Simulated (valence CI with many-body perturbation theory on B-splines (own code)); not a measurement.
# Energy levels of Yb XXX

Calculated by configuration interaction combined with many-body perturbation theory (CI+MBPT): five valence electrons over a frozen Dirac-Fock core [Kr], radial functions for each j: 7 s, 7 p, 8 d, 6 f, 4 g, 1 h, with the one-electron correlation potential Σ1, the two-electron term Σ2, the three-electron term Σ3, Breit, model QED; selected CI, second order for the rest (own B-spline code, finite nucleus).

The last digits are not significant, and no measured levels were compared; by estimate large intervals hold to a few tenths of a per cent, small ones and those within an open d or f shell to about a per cent. Only levels of the ground parity were solved; by the run's estimate the other parity begins above the list, which can be wrong where configurations are misplaced.

Levels 1 to 37 of 37, with energies above the lowest level, (4d3/2^4 4d5/2) J=5/2. "Leading %" is the weight of the configuration and term that name the level; weights of strongly mixed levels are sums over their largest components and can fall short. In the jj column 3d3/2^4 stands for four electrons in 3d with j = 3/2. Lifetimes count E1, E2, E3, M1 and M2 decay at the calculated energies, and are blank where another channel may lead or the interval is too uncertain; long ones can be off by a factor of two.

| No. | Configuration | Term | J | E (cm⁻¹) | Leading % | Leading jj | Lifetime | g |
| --- | --- | --- | --- | --- | --- | --- | --- | --- |
| 1 | 4d5 | 4P | 5/2 | 0 | 30 | 4d3/2^4 4d5/2 (85 %) |  | 1.453 |
| 2 | 4d5 | 6S | 5/2 | 70174 | 38 | 4d3/2^3 4d5/2^2 (77 %) | 74.8 μs | 1.305 |
| 3 | 4d5 | 4G | 7/2 | 104170 | 38 | 4d3/2^3 4d5/2^2 (98 %) | 127 μs | 1.157 |
| 4 | 4d5 | 4D | 3/2 | 107520 | 42 | 4d3/2^3 4d5/2^2 (96 %) | 45.7 μs | 1.219 |
| 5 | 4d5 | 4G | 11/2 | 111020 | 41 | 4d3/2^3 4d5/2^2 (96 %) |  | 1.129 |
| 6 | 4d5 | 4G | 9/2 | 121060 | 40 | 4d3/2^3 4d5/2^2 (91 %) | 13.0 ms | 1.148 |
| 7 | 4d5 | 4D | 5/2 | 126820 | 36 | 4d3/2^3 4d5/2^2 (83 %) | 328 μs | 1.141 |
| 8 | 4d5 | 4P | 1/2 | 132360 | 50 | 4d3/2^3 4d5/2^2 (82 %) | 2.12 ms | 1.815 |
| 9 | 4d5 | 2F | 7/2 | 142660 | 37 | 4d3/2^3 4d5/2^2 (93 %) | 1.13 ms | 1.097 |
| 10 | 4d5 | 2D | 5/2 | 174540 | 33 | 4d3/2^2 4d5/2^3 (76 %) | 26.5 μs | 1.247 |
| 11 | 4d5 | 2D | 3/2 | 177380 | 54 | 4d3/2^3 4d5/2^2 (74 %) | 213 μs | 0.785 |
| 12 | 4d5 | 4D | 7/2 | 192860 | 51 | 4d3/2^2 4d5/2^3 (96 %) | 54.1 μs | 1.217 |
| 13 | 4d5 | 2I | 11/2 | 197690 | 53 | 4d3/2^2 4d5/2^3 (96 %) | 76.8 μs | 1.079 |
| 14 | 4d5 | 4G | 9/2 | 202640 | 52 | 4d3/2^2 4d5/2^3 (91 %) | 79.1 μs | 1.147 |
| 15 | 4d5 | 4D | 1/2 | 208220 | 74 | 4d3/2^2 4d5/2^3 (95 %) | 43.0 μs | 0.583 |
| 16 | 4d5 | 2I | 13/2 | 213780 | 100 | 4d3/2^2 4d5/2^3 (100 %) | 361 μs | 1.074 |
| 17 | 4d5 | 4P | 3/2 | 214880 | 52 | 4d3/2^2 4d5/2^3 (94 %) | 23.9 μs | 1.195 |
| 18 | 4d5 | 2F | 5/2 | 218910 | 41 | 4d3/2^2 4d5/2^3 (93 %) | 46.2 μs | 1.016 |
| 19 | 4d5 | 2H | 9/2 | 235950 | 52 | 4d3/2^2 4d5/2^3 (99 %) | 33.4 μs | 1.109 |
| 20 | 4d5 | 2G | 7/2 | 240720 | 61 | 4d3/2^2 4d5/2^3 (98 %) | 128 μs | 0.989 |
| 21 | 4d5 | 4F | 5/2 | 244290 | 60 | 4d3/2^2 4d5/2^3 (95 %) | 34.8 μs | 1.043 |
| 22 | 4d5 | 2D | 3/2 | 250280 | 88 | 4d3/2^2 4d5/2^3 (74 %) | 84.5 μs | 0.832 |
| 23 | 4d5 | 2S | 1/2 | 261860 | 37 | 4d3/2^2 4d5/2^3 (70 %) | 38.6 μs | 1.824 |
| 24 | 4d5 | 2G | 7/2 | 263150 | 42 | 4d3/2^2 4d5/2^3 (90 %) | 56.4 μs | 1.050 |
| 25 | 4d5 | 2G | 9/2 | 284320 | 71 | 4d3/2^2 4d5/2^3 (90 %) | 94.2 μs | 1.104 |
| 26 | 4d5 | 4P | 5/2 | 294430 | 36 | 4d3/2 4d5/2^4 (88 %) | 14.4 μs | 1.248 |
| 27 | 4d5 | 4F | 7/2 | 318360 | 32 | 4d3/2 4d5/2^4 (97 %) | 21.2 μs | 1.193 |
| 28 | 4d5 | 2P | 3/2 | 323790 | 45 | 4d3/2^2 4d5/2^3 (72 %) | 44.1 μs | 1.089 |
| 29 | 4d5 | 2H | 11/2 | 326290 | 59 | 4d3/2 4d5/2^4 (98 %) | 24.7 μs | 1.070 |
| 30 | 4d5 | 2D | 5/2 | 328620 | 67 | 4d3/2^2 4d5/2^3 (69 %) | 34.6 μs | 1.137 |
| 31 | 4d5 | 2P | 3/2 | 329820 | 32 | 4d3/2 4d5/2^4 (67 %) | 19.9 μs | 1.046 |
| 32 | 4d5 | 2G | 9/2 | 345700 | 65 | 4d3/2 4d5/2^4 (89 %) | 30.8 μs | 1.113 |
| 33 | 4d5 | 2D | 5/2 | 357160 | 67 | 4d3/2 4d5/2^4 (68 %) | 27.0 μs | 1.112 |
| 34 | 4d5 | 2G | 7/2 | 364800 | 61 | 4d3/2 4d5/2^4 (93 %) | 29.7 μs | 0.990 |
| 35 | 4d5 | 2P | 1/2 | 389440 | 64 | 4d3/2 4d5/2^4 (81 %) | 27.5 μs | 1.102 |
| 36 | 4d5 | 2D | 3/2 | 430010 | 76 | 4d3/2 4d5/2^4 (90 %) | 18.2 μs | 0.878 |
| 37 | 4d5 | 2D | 5/2 | 448430 | 52 | 4d5/2^5 (84 %) | 10.9 μs | 1.154 |

Where two levels of one J and parity lie close, their mixing, g and order are uncertain.

The ionisation energy to 4d4 3P_0 of the next ion comes out as 1114.4 eV (NIST: 1114 ± 4 eV (theoretical)). All 37 levels together are meant to be complete up to 466640 cm⁻¹.
